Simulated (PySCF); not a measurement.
# Os²⁺: ionisation energy

Os²⁺ [Xe] 4f14 5d6 [5d3/2^4 5d5/2^2, M_J = 4] → Os³⁺ [Xe] 4f14 5d5 [5d3/2^4 5d5/2^1, M_J = 5/2], as a difference of total energies. Calculation: PySCF 2.14, in x2c-SVPall-2c; the two-component X2C-1e Hamiltonian. "Screened" scales the spin-orbit matrix elements by Boettger's factors to mimic the two-electron term; Breit and QED terms are absent.

```json
{"method": "GHF (spin-free)", "ionisation energy (eV)": "25.149"}
{"method": "GHF (screened spin-orbit)", "ionisation energy (eV)": "25.517"}
```

The spin-free rows relax to the high-spin LS determinant and lack the spin-orbit shift.

Errors of the correlated levels include the incompleteness of this basis and the frozen core.

The labels give the starting determinants; with spin-orbit coupling the two ends relaxed to ⟨J²⟩ = 20.06, ⟨L²⟩ = 6.78, ⟨S²⟩ = 5.72 and ⟨J²⟩ = 8.75, ⟨L²⟩ = 0.31, ⟨S²⟩ = 8.40.

For comparison: 25 ± 1.6 eV (theoretical estimate listed by NIST; NIST Atomic Spectra Database, ionization energies).
